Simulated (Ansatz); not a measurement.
Reaction (formal exchange of groups at a C–C bond): `F/C(=C/Cl)C[SiH3]` + `C[SiH2]O` → `O[SiH2]CC[SiH3]` + `F/C=C/Cl`

Gas-phase electronic energies from Ansatz, PBE0-D4/def2-TZVP geometries. CCSD(T)/CBS adds triple-zeta CCSD(T) − MP2 to the extrapolated MP2 energy (def2 sets, frozen cores). This one scheme is used for every species. Double bonds are as drawn, so ΔE can hold a change between cis and trans. Each species was taken in one conformer, which may not be the lowest.

```json
{"species": "`F/C(=C/Cl)C[SiH3]`", "HF/CBS(def2) energy (Eh)": "-965.08424"}
{"species": "`C[SiH2]O`", "HF/CBS(def2) energy (Eh)": "-405.29306"}
{"species": "`O[SiH2]CC[SiH3]`", "HF/CBS(def2) energy (Eh)": "-734.45050"}
{"species": "`F/C=C/Cl`", "HF/CBS(def2) energy (Eh)": "-635.90866"}
```

Task: Work out ΔE.

Result: ΔE = (-734.45050) + (-635.90866) − (-965.08424) − (-405.29306) = 0.01814 Eh = +0.49 eV. CCSD(T)/CBS gives +0.45 eV.

Largest T1 diagnostic among the species: 0.012.

The D4 term adds −0.03 eV with B3LYP and −0.02 eV with PBE0; it sums over pairs of atoms, weighted by their polarisabilities, and B3LYP, whose exchange is more repulsive, gets the larger term.

B3LYP here is the variant with VWN-RPA as its local correlation; programs differ in this.
